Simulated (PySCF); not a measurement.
Excitations are Tamm–Dancoff values on a coarser integration grid. The basis has no diffuse functions, so Rydberg states are missing or too high.

Cartesian coordinates (Å):
```xyz
20

C     -2.4383    -1.4130     0.9818
C     -2.2091    -0.2110     0.4245
S     -3.5049     0.8870    -0.1261
C     -0.8409     0.3210     0.1901
C     -0.5377     1.6811     0.3815
C      0.7590     2.1521     0.1782
C      1.7721     1.2779    -0.2231
C      1.4987    -0.0854    -0.4322
Si     2.8511    -1.2810    -0.9657
C      0.1867    -0.5414    -0.2279
H     -3.4463    -1.8127     1.1122
H     -1.6050    -2.0186     1.3441
H     -4.5312     0.2201     0.4491
H     -1.3239     2.3657     0.7055
H      0.9819     3.2100     0.3368
H      2.7824     1.6645    -0.3825
H      3.2396    -2.1851     0.1581
H      2.3767    -2.1342    -2.0944
H      4.0521    -0.5078    -1.3945
H     -0.0629    -1.5891    -0.4156
```
Charge 0, multiplicity 1.

Task: Predict the HOMO, S1 excitation (TDA), S1–T1 gap (TDA), LUMO and T1 excitation (TDA) from PBE-D3(BJ)/def2-TZVP // B3LYP-D3(BJ)/def2-SVP run with PySCF.

Result: 
```
Property                Value
-------------------  --------
HOMO                 -5.45 eV
S1 excitation (TDA)   3.70 eV
S1–T1 gap (TDA)       0.69 eV
LUMO                 -2.06 eV
T1 excitation (TDA)   3.01 eV
```
